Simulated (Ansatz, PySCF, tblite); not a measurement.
Breaking a bond: OBe, singlet.

- UKS-PBE = unrestricted PBE/cc-pVDZ (Ansatz, an electronic-structure program)
- RHF/6-31G* = PySCF 2.14.0 with restricted Hartree-Fock/6-31G*, spherical d
- UKS-B3LYP = unrestricted B3LYP/cc-pVDZ (Ansatz)
- RHF/cc-pVDZ (Ansatz)
- GFN2-xTB, 300 K electronic temperature (tblite)

Energies are in kcal/mol, each relative to the lowest point of its own curve between 1.17 and 1.62 Å, where full CI is lowest.

```csv
R / Å,UKS-PBE,RHF/6-31G*,UKS-B3LYP,RHF,GFN2-xTB
1.17,25.9,14.0,?,16.3,12.3
1.26,5.8,0.0,4.0,0.9,0.0
1.34,0.0,?,0.0,0.0,0.4
1.41,1.0,?,?,5.4,5.7
1.47,4.9,15.2,7.6,13.1,12.5
1.52,9.4,23.5,?,20.7,19.2
1.57,14.7,32.4,?,29.1,26.4
1.62,20.3,41.3,21.4,37.7,34.0
1.69,28.1,53.1,26.6,49.0,45.0
```

**Question.** Complete the blanks.

**Answer.** 
- 1.17, UKS-B3LYP: 22.1
- 1.34, RHF/6-31G*: 0.3
- 1.41, RHF/6-31G*: 6.8
- 1.41, UKS-B3LYP: 2.5
- 1.52, UKS-B3LYP: 13.0
- 1.57, UKS-B3LYP: 17.4

The scan ran from 1.17 to 5.46 Å; beyond the distances shown full CI changes its symmetry label. The unrestricted determinant behind UKS-PBE is spin-contaminated at 1.47 to 1.69 Å (<S²> up to 0.6, against 0.00 for a pure singlet). The restricted form behind RHF/6-31G*, RHF keeps the bonding electrons paired and can't separate into open-shell fragments. The unrestricted determinant behind UKS-B3LYP is spin-contaminated at 1.52 to 1.69 Å (<S²> up to 1.0, against 0.00 for a pure singlet).
